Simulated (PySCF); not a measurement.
BrCs, triplet, at the geometry of the source list (a higher spin typed on purpose: for a closed-shell molecule this is an excited state) (core potentials on Cs); CASSCF(6,7)+NEVPT2/def2-SVP (PySCF).

Here is a job for PySCF.
```python
from pyscf import gto, scf, mcscf, mrpt
import numpy

mol = gto.M(
    atom='''
Cs   -1.004200   -0.739900   -0.870900
Br    1.004200    0.739900    0.870900
''',
    basis='def2-svp',
    ecp={'Cs': 'def2-svp'},
    charge=0,
    spin=2,
    verbose=4,
)

mf = scf.ROHF(mol)
mf.kernel()
mc = mcscf.CASSCF(mf, 7, 6)
mc.fix_spin_(ss=2.0)
mc.kernel()
occ = numpy.linalg.eigvalsh(mc.fcisolver.make_rdm1(mc.ci, mc.ncas, mc.nelecas))[::-1]
ss = mc.fcisolver.spin_square(mc.ci, mc.ncas, mc.nelecas)[0]
print('natural occupations', occ.round(4), ' <S^2>', round(ss, 4))
e2 = mrpt.NEVPT(mc).kernel()
print('E(NEVPT2) = %.10f' % (mc.e_tot + e2))
```

The log (banner, timings and long lists left out):

```
PySCF version 2.14.0

[INPUT] verbose = 4
[INPUT] num. atoms = 2
[INPUT] num. electrons = 44
[INPUT] charge = 0
[INPUT] spin (= nelec alpha-beta = 2S) = 2
[INPUT] symmetry False subgroup None
[INPUT] Mole.unit = angstrom
[INPUT] Symbol           X                Y                Z      unit          X                Y                Z       unit  Magmom
[...]
nuclear repulsion = 54.7858548401916
number of shells = 22
number of NR pGTOs = 109
number of NR cGTOs = 56
basis = def2-svp
ecp = {'Cs': 'def2-svp'}

******** <class 'pyscf.scf.rohf.ROHF'> ********
method = ROHF
initial guess = minao
damping factor = 0
level_shift factor = 0
DIIS = <class 'pyscf.scf.diis.CDIIS'>
diis_start_cycle = 1
diis_space = 8
diis_damp = 0
SCF conv_tol = 1e-09
SCF conv_tol_grad = None
SCF max_cycles = 50
direct_scf = True
direct_scf_tol = 1e-13
num. doubly occ = 21  num. singly occ = 2
Set gradient conv threshold to 3.16228e-05
init E= -2587.3934613873
[...]
cycle= 1 E= -2591.88899411289  delta_E= -4.5  |g|= 0.307  |ddm|= 1.64
[...]
cycle= 2 E= -2591.90516302739  delta_E= -0.0162  |g|= 0.0515  |ddm|= 0.616
[...]
cycle= 3 E= -2591.90593726826  delta_E= -0.000774  |g|= 0.0188  |ddm|= 0.0739
[...]
cycle= 4 E= -2591.90604917844  delta_E= -0.000112  |g|= 0.00197  |ddm|= 0.0296
[...]
cycle= 5 E= -2591.90605606891  delta_E= -6.89e-06  |g|= 0.000734  |ddm|= 0.0115
[...]
cycle= 6 E= -2591.90605743313  delta_E= -1.36e-06  |g|= 0.000311  |ddm|= 0.0042
[...]
cycle= 7 E= -2591.90605799802  delta_E= -5.65e-07  |g|= 8.92e-05  |ddm|= 0.00381
[...]
cycle= 8 E= -2591.90605804129  delta_E= -4.33e-08  |g|= 1.93e-05  |ddm|= 0.00115
[...]
cycle= 9 E= -2591.90605804231  delta_E= -1.02e-09  |g|= 3.77e-06  |ddm|= 0.000148
[...]
cycle= 10 E= -2591.90605804236  delta_E= -4.18e-11  |g|= 7.03e-07  |ddm|= 2.92e-05
[...]
Extra cycle  E= -2591.90605804235  delta_E= 2.27e-12  |g|= 2.93e-07  |ddm|= 3.91e-06
converged SCF energy = -2591.90605804235

******** <class 'pyscf.mcscf.mc1step.CASSCF'> ********
CAS (4e+2e, 7o), ncore = 19, nvir = 30
max_cycle_macro = 50
max_cycle_micro = 4
conv_tol = 1e-07
conv_tol_grad = None
orbital rotation max_stepsize = 0.02
orbital rotation threshold for CI restart = 0.01
augmented hessian ah_max_cycle = 30
augmented hessian ah_conv_tol = 1e-12
augmented hessian ah_linear dependence = 1e-14
augmented hessian ah_level shift = 1e-08
augmented hessian ah_start_tol = 2.5
augmented hessian ah_start_cycle = 3
augmented hessian ah_grad_trust_region = 3
kf_trust_region = 3
kf_interval = 4
ci_response_space = 4
ci_grad_trust_region = 3
with_dep4 0
natorb = False
canonicalization = True
sorting_mo_energy = False
ao2mo_level = 2
internal_rotation = False
******** <class 'pyscf.fci.addons.SpinPenaltyFCISolver'> ********
max. cycles = 50
conv_tol = 1e-08
davidson only = True
linear dependence = 1e-12
level shift = 0.001
max iter space = 12
nroots = 1
pspace_size = 400
spin = None
CASCI E = -2591.90620864556  S^2 = 2.0000000
Set conv_tol_grad to 0.000316228
macro iter   1 ( 21 JK    4 micro), CASSCF E = -2591.90699749752  dE = -7.88851953e-04  S^2 = 2.0000000
               |grad[o]|=0.000723  |grad[c]|=0.00575  |ddm|=0.00473  |maxRot[o]|=0.306
macro iter   2 ( 21 JK    4 micro), CASSCF E = -2591.91146640329  dE = -4.46890577e-03  S^2 = 2.0000000
               |grad[o]|=0.00184  |grad[c]|=0.015  |ddm|=0.0134  |maxRot[o]|=0.308
macro iter   3 ( 21 JK    4 micro), CASSCF E = -2591.91858543194  dE = -7.11902865e-03  S^2 = 2.0000000
               |grad[o]|=0.00956  |grad[c]|=0.0124  |ddm|=0.00583  |maxRot[o]|=0.312
macro iter   4 ( 21 JK    4 micro), CASSCF E = -2591.92488065342  dE = -6.29522148e-03  S^2 = 2.0000000
               |grad[o]|=0.00824  |grad[c]|=0.00887  |ddm|=0.00602  |maxRot[o]|=0.314
macro iter   5 ( 21 JK    4 micro), CASSCF E = -2591.93474795866  dE = -9.86730525e-03  S^2 = 2.0000000
               |grad[o]|=0.00609  |grad[c]|=0.00456  |ddm|=0.00325  |maxRot[o]|=0.314
[...]
CASSCF energy = -2591.93944800779
CASCI E = -2591.93944800779  E(CI) = -7.42571688126873  S^2 = 2.0000000
[...]
1 Br 5px        -0.00111   0.00036   0.01477  -0.00846  -0.01538
1 Br 5py         0.00270   0.00063   0.01306  -0.00065  -0.01033
1 Br 5pz        -0.00072   0.00031   0.01296   0.01034  -0.01354
1 Br 3dxy       -0.00054   0.00048   0.00016   0.00013  -0.00119
1 Br 3dyz       -0.00052   0.00039   0.00012  -0.00013  -0.00092
1 Br 3dz^2       0.00039   0.00009   0.00006  -0.00029  -0.00036
1 Br 3dxz        0.00059   0.00035   0.00005  -0.00006  -0.00052
1 Br 3dx2-y2     0.00098   0.00023   0.00010   0.00015  -0.00069
1 Br 4dxy        0.00585   0.00925   0.00577   0.00519   0.62589
1 Br 4dyz        0.00563   0.00802   0.00505  -0.00533   0.49914
1 Br 4dz^2      -0.00414  -0.00021  -0.00048  -0.01154   0.13931
1 Br 4dxz       -0.00635   0.01107   0.00743  -0.00224   0.39137
1 Br 4dx2-y2    -0.01048   0.00286   0.00129   0.00594   0.32041
1 Br 5dxy       -0.00025  -0.00042  -0.00062  -0.00017   0.08961
1 Br 5dyz       -0.00024  -0.00035  -0.00064   0.00018   0.07193
1 Br 5dz^2       0.00014  -0.00003   0.00048   0.00031   0.01827
1 Br 5dxz        0.00026  -0.00043  -0.00169   0.00006   0.05952
1 Br 5dx2-y2     0.00038  -0.00017   0.00027  -0.00016   0.04430
               #6        #7
0 Cs 5s          0.00000   0.00000
0 Cs 6s          0.00001   0.00002
0 Cs 7s         -0.00027  -0.00021
0 Cs 8s          0.00033   0.00003
0 Cs 9s         -0.00018  -0.00007
0 Cs 5px         0.03279   0.05032
0 Cs 5py        -0.07080   0.00396
0 Cs 5pz         0.02243  -0.06108
0 Cs 6px        -0.02278  -0.03797
0 Cs 6py         0.05383  -0.00306
0 Cs 6pz        -0.01529   0.04591
0 Cs 7px         0.01333   0.01774
0 Cs 7py        -0.02321   0.00136
0 Cs 7pz         0.00946  -0.02162
0 Cs 5dxy       -0.02166   0.05913
0 Cs 5dyz        0.03422  -0.01123
0 Cs 5dz^2      -0.05517  -0.03051
0 Cs 5dxz        0.04555  -0.04010
0 Cs 5dx2-y2     0.04388   0.04055
0 Cs 6dxy        0.03401  -0.09222
0 Cs 6dyz       -0.04982   0.01739
0 Cs 6dz^2       0.08536   0.04754
0 Cs 6dxz       -0.03338   0.02825
0 Cs 6dx2-y2     0.03206   0.02862
1 Br 1s         -0.00000  -0.00000
1 Br 2s         -0.00000  -0.00000
1 Br 3s          0.00000   0.00002
1 Br 4s          0.00001   0.00005
1 Br 5s         -0.00387   0.00037
1 Br 2px         0.00004   0.00006
1 Br 2py        -0.00008   0.00000
1 Br 2pz         0.00002  -0.00007
1 Br 3px        -0.00012  -0.00022
1 Br 3py         0.00025  -0.00002
1 Br 3pz        -0.00008   0.00026
1 Br 4px         0.00997   0.01382
1 Br 4py        -0.02162   0.00101
1 Br 4pz         0.00681  -0.01702
1 Br 5px        -0.01556  -0.02602
1 Br 5py         0.03208  -0.00203
1 Br 5pz        -0.01071   0.03155
1 Br 3dxy       -0.00078   0.00059
1 Br 3dyz       -0.00075  -0.00061
1 Br 3dz^2       0.00056  -0.00133
1 Br 3dxz        0.00085  -0.00026
1 Br 3dx2-y2     0.00142   0.00069
1 Br 4dxy        0.37046  -0.33118
1 Br 4dyz        0.35477   0.33984
1 Br 4dz^2      -0.26560   0.74556
1 Br 4dxz       -0.40235   0.14555
1 Br 4dx2-y2    -0.67260  -0.38463
1 Br 5dxy        0.05011  -0.04360
1 Br 5dyz        0.04796   0.04473
1 Br 5dz^2      -0.03589   0.09855
1 Br 5dxz       -0.05400   0.01924
1 Br 5dx2-y2    -0.09076  -0.05084
<CAS-nat-orb|mo-hf>  20     20      -0.48141290
<CAS-nat-orb|mo-hf>  20     21       0.87473656
<CAS-nat-orb|mo-hf>  21     22       0.99007085
<CAS-nat-orb|mo-hf>  22     23       0.99711547
<CAS-nat-orb|mo-hf>  23     20       0.87530074
<CAS-nat-orb|mo-hf>  23     21       0.48172390
<CAS-nat-orb|mo-hf>  24     41       0.56401030
<CAS-nat-orb|mo-hf>  24     47      -0.50303742
<CAS-nat-orb|mo-hf>  25     45       0.90511043
<CAS-nat-orb|mo-hf>  26     46      -0.90618665
Sr    (-1)',   E = -0.01708484558746
Si    (+1)',   E = -0.00523191978912
Sijrs (0)  ,   E = -0.13136320147586
Sijr  (+1) ,   E = -0.03762281424096
Srsi  (-1) ,   E = -0.02381326381767
Srs   (-2) ,   E = -0.01815807708551
Sij   (+2) ,   E = -0.00460783004783
Sir   (0)' ,   E = -0.02274844542956
Nevpt2 Energy = -0.260630397473975
E(NEVPT2) = -2592.2000784053
```
